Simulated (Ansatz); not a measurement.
Ansatz (an electronic-structure program) input (B3LYP-D3(BJ)/def2-TZVP):

Ansatz 0.2 input:
```yaml
crystal:
  periodic: [false, false, false]
  atoms:
    - {symbol: Si, position_ang: [-0.03044601, 0.35509037, 0.24766709]}
    - {symbol: O, position_ang: [-1.20005731, -0.61358895, -0.29026187]}
    - {symbol: C, position_ang: [-2.55660983, -0.48250383, -0.02244927]}
    - {symbol: O, position_ang: [1.23627729, -0.37013316, -0.43434134]}
    - {symbol: C, position_ang: [2.56328044, 0.02209228, -0.31399719]}
    - {symbol: H, position_ang: [0.05513350, 0.36365969, 1.71340087]}
    - {symbol: H, position_ang: [-0.19576737, 1.73758588, -0.21799636]}
    - {symbol: H, position_ang: [-3.08498981, -1.28204947, -0.54259488]}
    - {symbol: H, position_ang: [-2.75229962, -0.56041442, 1.04989063]}
    - {symbol: H, position_ang: [-2.93313724, 0.48304960, -0.36989757]}
    - {symbol: H, position_ang: [3.17513104, -0.65978413, -0.90607301]}
    - {symbol: H, position_ang: [2.70554334, 1.04220788, -0.67950515]}
    - {symbol: H, position_ang: [2.88871765, -0.01629277, 0.72870673]}
basis:
  gaussian:
    orbitals: def2-TZVP
hamiltonian:
  xc: b3lyp
  dispersion: d3bj
relax: {f_tol: 0.002, max_steps: 150}
```

End of the output:

```
Total energy: -14181.93637806 eV, -521.1765490320 hartree
Atom 0 at    -0.024136     0.249679     0.177424 Å, force    -0.000019     0.000441     0.000504 eV/Å
Atom 1 at    -1.267205    -0.682062    -0.328268 Å, force    -0.000143    -0.000281     0.000172 eV/Å
Atom 2 at    -2.624988    -0.451256     0.005828 Å, force     0.000455     0.000755     0.000276 eV/Å
Atom 3 at     1.310448    -0.421486    -0.484020 Å, force     0.000100     0.000377    -0.000712 eV/Å
Atom 4 at     2.627268     0.066486    -0.293397 Å, force    -0.000517     0.000449     0.000624 eV/Å
Atom 5 at     0.066642     0.249839     1.661537 Å, force     0.000257    -0.000371    -0.000304 eV/Å
Atom 6 at    -0.195024     1.652194    -0.285757 Å, force    -0.000198    -0.000211     0.000250 eV/Å
Atom 7 at    -3.225572    -1.220335    -0.478807 Å, force     0.000092    -0.000328    -0.000161 eV/Å
Atom 8 at    -2.786367    -0.511767     1.086809 Å, force    -0.000141    -0.000106     0.000050 eV/Å
Atom 9 at    -2.962613     0.528765    -0.346141 Å, force    -0.000072    -0.000080    -0.000394 eV/Å
Atom 10 at     3.307408    -0.574712    -0.853154 Å, force    -0.000014    -0.000495     0.000060 eV/Å
Atom 11 at     2.731225     1.091858    -0.662322 Å, force     0.000118    -0.000191    -0.000497 eV/Å
Atom 12 at     2.913691     0.041715     0.762816 Å, force     0.000083     0.000043     0.000133 eV/Å
Dipole moment:    -0.012582     0.220604     0.160872 e Å
```
